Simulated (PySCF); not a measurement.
**Two-component Hartree-Fock for Co¹⁴⁺ (cobalt, charge +14)**

Start: [Ne] 3s2 3p1; 3p3/2 filled at m_j = +3/2. Calculated with PySCF 2.14 in an even-tempered Gaussian basis (19 s from 1.2 bohr⁻², ratio 2.4; 13 p from 1.5 bohr⁻², ratio 2.4; 5 d from 6.1 bohr⁻², ratio 2.6; 4 f from 9.2 bohr⁻², ratio 2.6): generalised Hartree-Fock with the X2C-1e Hamiltonian and a Gaussian nucleus; one run each with spin-orbit coupling (SO) screened by Boettger's factors, then bare. This is a chosen level, not necessarily the ground level.

```
spinor shell  electrons  ε, screened SO (eV)  ε, bare SO (eV)  weight of nominal j (bare SO)  rms radius, bare SO (bohr)
       1s1/2          2              -8233.3          -8233.3                          1.000                      0.0648
       2s1/2          2              -1404.0          -1404.0                          1.000                       0.272
       2p1/2          2              -1272.6          -1273.5                          0.998                       0.243
       2p3/2          4              -1258.0          -1257.6                          0.999                       0.246
       3s1/2          2              -475.77          -475.77                          1.000                       0.703
       3p3/2          1              -440.01          -439.93                          1.000                       0.703
```

```
   quantity  screened SO      bare SO
E (hartree)  -1301.87988  -1301.88103
        M_J          3/2          3/2
       ⟨J²⟩        3.753        3.753
       ⟨L²⟩        2.002        2.002
       ⟨S²⟩        0.751        0.751
```

Each row is a mean over spinors that exchange with the open shell spreads, by up to 8.290 eV (3s1/2).
